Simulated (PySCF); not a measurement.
Work out the structure from these simulated measurements.

Formula: C7H11Cl.

* Triplet: lowest triplet excitation (Tamm–Dancoff): 6.48 eV [TDA CAM-B3LYP/def2-SVPD]
* Dipole: 2.34 D [CAM-B3LYP/def2-SVPD]
* Polarisability: 89.8 au [CAM-B3LYP/def2-SVPD]
* UV, strongest line: among the 10 lowest singlet transitions: S6 at 8.48 eV (146 nm, f = 0.059) [TDDFT CAM-B3LYP/def2-SVPD]
* NMR, other nuclei: isotropic shieldings of nuclei other than C and H, by class: 696 (1 Cl) ppm [GIAO PBE0/pcSseg-1]
* Rotational structure: rotational constants A, B, C: 2.585, 1.539, 1.281 GHz [PBE0-D3(BJ)/def2-SVP]
* 13C NMR: chemical shifts (computed TMS as zero) by class: 75.4 (1 C), 50.3 (1 C), 46.0 (1 C), 37.6 (1 C), 33.8 (1 C), 27.1 (1 C), 20.4 (1 C) ppm [GIAO PBE0/pcSseg-1]
* UV, first state: lowest singlet excitation: 7.02 eV (177 nm, f = 0.002) [TDDFT CAM-B3LYP/def2-SVPD]

Gas-phase values; electronic properties from PySCF, density fitting. Levels stand in brackets. Geometry: PBE0-D3(BJ)/def2-SVP, one conformer, isolated molecule. NMR values are class means; diastereotopic atoms form classes of their own.

Task: What is the compound? Reason from the data.

Result: Numbering: `[Cl:1][C@@:2]12[CH2:3][CH2:4][CH2:5][C@@H:6]1[CH2:7][CH2:8]2`. Its formula, C7H11Cl, gives 2 degrees of unsaturation: 2 rings and 0 π bonds in the structure found. 7 carbons fall into 7 classes; from least to most shielded: sp3 C–Cl carbon [C2] (75.4 ppm), sp3 carbon at a ring junction [C6] (50.3 ppm), ring CH2 carbon [C3] (46.0 ppm), four-membered-ring carbon [C8] (37.6 ppm), ring CH2 carbon [C5] (33.8 ppm), ring CH2 carbon [C4] (27.1 ppm), four-membered-ring carbon [C7] (20.4 ppm). The other shieldings belong to: 696 ppm, alkyl chlorine [Cl1]. The optimised geometry has point group C1 and is an asymmetric top. Structure: `Cl[C@@]12CCC[C@@H]1CC2`. Computed isomers that give other values at the same levels: `C[C@@H]1[C@@H]2C[C@H]1[C@H](Cl)C2` (rotational constant A: 2.976 GHz; this holds for the one conformer computed); `C=CC/C(=C\Cl)CC` (13C chemical shifts (computed TMS as zero) by class: 150.7 (1 C), 145.0 (1 C), 125.5 (1 C), 124.5 (1 C), 36.1 (1 C), 29.4 (1 C), 15.2 (1 C) ppm); `Cl[C@@H]1C[C@H]2CCC[C@H]21` (13C chemical shifts (computed TMS as zero) by class: 61.0 (1 C), 52.9 (1 C), 39.2 (1 C), 34.0 (1 C), 33.9 (1 C), 33.9 (1 C), 26.8 (1 C) ppm). The assignments are read from this structure; whether some other isomer fits the data as well wasn't checked. The mirror image fits equally.
